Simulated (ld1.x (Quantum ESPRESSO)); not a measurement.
Before and after: TM semilocal potential for Cd (Z = 48)

Cd (Z = 48), norm-conserving Troullier–Martins (semilocal form), made with ld1.x (Quantum ESPRESSO) 7.5 (LDA (PZ), scalar-relativistic). Core [Kr], reference 4d10 5s0 5p0 (charge +2). Waves: 5s (bound, empty): rc 2.10 bohr; 4d (bound): rc 1.75 bohr; 5p (bound, empty): rc 1.90 bohr. Local part: the p channel. Core correction: none.

All-electron outer shells of the reference configuration (LDA (PZ), scalar-relativistic, ld1.x):

```
shell  level (eV)  outermost node (bohr)  outermost maximum (bohr)
   4p      -86.02                   0.43                      0.84
   4d      -30.71                   0.42                      0.98
   5s      -21.66                   1.06                      2.13
   5p      -14.73                   1.18                      2.56
```

Change: core correction a·sin(br)/r model core inside 1.10 bohr.

Cutoffs: the cutoffs (Ry, on a coarse ladder) from which the occupation-weighted sum of valence levels, in a spherical-Bessel basis at the reference potential, stays within 10 and 1 mRy of its value at 400 Ry; they do not see the model core or the augmentation charge, which bear on the density cutoff. Errors are all-electron minus pseudo energies relative to the spin-unpolarised reference configuration.

Predict the effect on cutoff, ghosts and configuration errors.

The potential gets neither clearly harder nor softer (70 Ry and 110 Ry → 70 Ry and 110 Ry); of the 9 tests that both files solve, the error grows in 4 and shrinks in 3 by more than 15 % and 0.3 meV (median size 21.7 → 21.2 meV); neither file shows a bound ghost. A semilocal file is local in each channel, so a ghost entry of none says nothing of the separable form that plane-wave codes build from it. A model core, the more so a compact one, raises the density cutoff, which this test does not measure.

| quantity | base | changed |
| --- | --- | --- |
| cutoff, loose | 70 Ry | 70 Ry |
| cutoff, tight | 110 Ry | 110 Ry |
| bound ghosts | none | none |
| error for 4d10 5s2 5p0, meV [ΔE -27.15 eV] | +22 | -21 |
| error for 4d10 5s1 5p0, meV [ΔE -17.52 eV] | +9.2 | -7.0 |
| error for 4d9 5s0 5p0, meV [ΔE 38.26 eV] | -65 | -111 |
| error for 4d10 5s0 5p1, meV [ΔE -11.61 eV] | +9.5 | +2.7 |
| error for 4d10 5s1.5 5p0, meV [ΔE -23.27 eV] | +16 | -14 |
| error for 4d9 5s2 5p1, meV [ΔE -14.55 eV] | -153 | -219 |
| error for 4d9 5s2 5p0, meV [ΔE -9.00 eV] | -150 | -202 |
| error for 4d10 5s1 5p0 (spin-polarised), meV [ΔE -17.71 eV] | +17 | -5.4 |
| error for 4d9 5s0 5p0 (spin-polarised), meV [ΔE 38.08 eV] | +56 | -92 |
| s: phases at 2.31 bohr within 0.05 rad from the reference energy up to (Ry; the scan ends near 5) | 2.5 | 2.5 |
| p: phases at 2.31 bohr within 0.05 rad from the reference energy up to (Ry; the scan ends near 5) | -0.4 | -0.4 |
| d: phases at 2.31 bohr within 0.05 rad from the reference energy up to (Ry; the scan ends near 5) | 0.9 | 0.9 |
